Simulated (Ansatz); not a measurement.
Start from `F/C(S)=C\[SiH3]` and change one atom or group to get `C=N/C(F)=C/[SiH3]`.

Ansatz, PBE0-D4/def2-TZVP geometries, multiplicity 1. Each molecule was computed in one conformer, which needn't be the lowest.

| property | `F/C(S)=C\[SiH3]` |
| --- | --- |
| LUMO energy (B3LYP/def2-TZVPP) / eV | -0.85 |
| size of the dipole moment (ωB97M-V/def2-TZVPP) / D | 1.00 |
| HOMO energy (PBE/def2-TZVPP) / eV | -5.96 |
| LUMO energy (PBE0/def2-TZVPP) / eV | -0.65 |
| HOMO energy (PBE0/def2-TZVPP) / eV | -7.08 |
| HOMO energy (ωB97M-V/def2-TZVPP) / eV | -9.20 |

Problem. Give the same properties after the change, and the shifts. (An estimate is asked.)

Solution. Ansatz gave: 
```json
{"property": "LUMO energy (B3LYP/def2-TZVPP) / eV", "`C=N/C(F)=C/[SiH3]`": "-2.14", "shift": "-1.29"}
{"property": "size of the dipole moment (ωB97M-V/def2-TZVPP) / D", "`C=N/C(F)=C/[SiH3]`": "1.52", "shift": "0.52"}
{"property": "HOMO energy (PBE/def2-TZVPP) / eV", "`C=N/C(F)=C/[SiH3]`": "-6.44", "shift": "-0.48"}
{"property": "LUMO energy (PBE0/def2-TZVPP) / eV", "`C=N/C(F)=C/[SiH3]`": "-1.94", "shift": "-1.29"}
{"property": "HOMO energy (PBE0/def2-TZVPP) / eV", "`C=N/C(F)=C/[SiH3]`": "-7.47", "shift": "-0.39"}
{"property": "HOMO energy (ωB97M-V/def2-TZVPP) / eV", "`C=N/C(F)=C/[SiH3]`": "-9.56", "shift": "-0.36"}
```

With PBE0 the HOMO falls by 0.39 eV and the LUMO falls by 1.29 eV, so the gap narrows by about 0.90 eV. PBE moves the HOMO by -0.48 eV and ωB97M-V by -0.36 eV. Dipoles are sizes alone; their direction can turn.

B3LYP here is the variant with VWN-RPA as its local correlation; programs differ in this.
